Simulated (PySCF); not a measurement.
## Kr⁷⁺: ionisation energy

Kr⁷⁺ [Ar] 3d10 4s1 (2S) → Kr⁸⁺ [Ar] 3d10 (1S), as a difference of total energies. All numbers are calculated (PySCF 2.14, the spin-free X2C one-electron Hamiltonian (Gaussian nucleus), in an uncontracted even-tempered set (21 s from 0.14 bohr⁻², ratio 2.5; 15 p from 0.18 bohr⁻², ratio 2.5; 10 d from 0.33 bohr⁻², ratio 2.5; 6 f from 1.4 bohr⁻², ratio 2.7; 5 g from 2.1 bohr⁻², ratio 2.7)). The calculations carry no spin-orbit coupling.

```json
{"method": "UHF", "ionisation energy (eV)": "124.65"}
{"method": "TPSS", "ionisation energy (eV)": "126.61"}
{"method": "revPBE", "ionisation energy (eV)": "126.97"}
```

Problem. Which method comes closest to the reference value, and which is furthest?

Solution. The reference is 125.80 eV (measured; NIST Atomic Spectra Database, ionization energies). Closest: TPSS (error 0.810 eV); furthest: revPBE (error 1.170 eV).
